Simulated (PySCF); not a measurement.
**KO₂: fields on a plane**

Computed with PySCF, UPBE, basis K def2-TZVP, O def2-TZVP (no relativity, density fitting).

The quartet minimum has K–O 2.465 Å (×2); O–K–O 180.0°.

The plane holds K1 at (0.00, 0.00), O2 at (2.47, 0.00), O3 at (-2.47, 0.00) Å. Columns run from x = -4.35 to 4.65 Å, rows from y = 2.25 (top) to -1.95 Å, in steps of 0.3 Å. Other isomers or separated fragments may lie lower.

Q: Give the electron density (e/Å³) (cut at 5 e/Å³). Every second row and column.

A: 
```
0.00 0.00 0.00 0.00 0.00 0.00 0.00 0.00 0.00 0.00 0.00 0.00 0.00 0.00 0.00 0.00
0.00 0.00 0.01 0.02 0.01 0.01 0.01 0.01 0.01 0.01 0.01 0.01 0.01 0.00 0.00 0.00
0.00 0.01 0.08 0.20 0.13 0.04 0.09 0.31 0.20 0.04 0.06 0.16 0.12 0.03 0.00 0.00
0.00 0.04 0.57 3.66 1.21 0.15 0.82 4.04 2.48 0.22 0.36 2.71 1.74 0.15 0.01 0.00
0.00 0.06 1.04 5.00 2.45 0.21 1.41 5.00 4.04 0.34 0.60 5.00 4.16 0.23 0.02 0.00
0.00 0.03 0.23 0.85 0.41 0.08 0.31 1.42 0.82 0.10 0.16 0.66 0.47 0.07 0.01 0.00
0.00 0.01 0.03 0.06 0.04 0.02 0.02 0.06 0.04 0.01 0.02 0.04 0.03 0.01 0.00 0.00
0.00 0.00 0.00 0.01 0.00 0.00 0.00 0.00 0.00 0.00 0.00 0.00 0.00 0.00 0.00 0.00
```

Q: Give the spin density (e/Å³) (cut at ±0.5 e/Å³). Lower edges of the bins (e/Å³): '0' -0.004, '1' 0.046, '2' 0.097, '3' 0.147, '4' 0.197, '5' 0.248, '6' 0.298, '7' 0.349, '8' 0.399, '9' 0.450; top 0.50.

A: 
```
0000000000000000000000000000000
0000000000000000000000000000000
0000000000000000000000000000000
0000000000000000000000000000000
0000000000000000000000110000000
0000012110000000000002453100000
0000269941000000000016999200000
0001499992000000000029999410000
0001499992000000000029999410000
0000269941000000000016999200000
0000012110000000000002453100000
0000000000000000000000110000000
0000000000000000000000000000000
0000000000000000000000000000000
0000000000000000000000000000000
```
